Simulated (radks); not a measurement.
Results of a calculation; reference values are marked as such.
Ca3+, 17 electrons, occupied as [Ne] 3s2 3p5. Code: a radial shooting solver on a logarithmic mesh with Libxc functionals. Model: scalar-relativistic Kohn-Sham, r2SCAN, spin-polarised, spherical densities, finite nucleus; open shells are filled with parallel spins first; meta-GGA in the generalised Kohn-Sham scheme; Fermi nuclear charge, rms radius 3.4776 fm. Some entries of the table are withheld. Estimate them.

| orbital | occ. | eigenvalue (hartree) | <r^2> (bohr^2) |
|---|---|---|---|
| 1s up | 1 | -147.1494 | 0.007948 |
| 1s down | 1 | -147.1327 | 0.007946 |
| 2s up | 1 | -16.78199 | 0.1559 |
| 2s down | 1 | -16.77506 | 0.1558 |
| 2p up | 3 | (1) | 0.1322 |
| 2p down | 3 | (2) | 0.1322 |
| 3s up | 1 | -3.00540 | 1.447 |
| 3s down | 1 | -2.93516 | 1.462 |
| 3p up | 3 | -2.24657 | 1.681 |
| 3p down | 2 | -2.17935 | 1.707 |

Answer. 
(1) 2p up eigenvalue (hartree): -13.77772
(2) 2p down eigenvalue (hartree): -13.76125
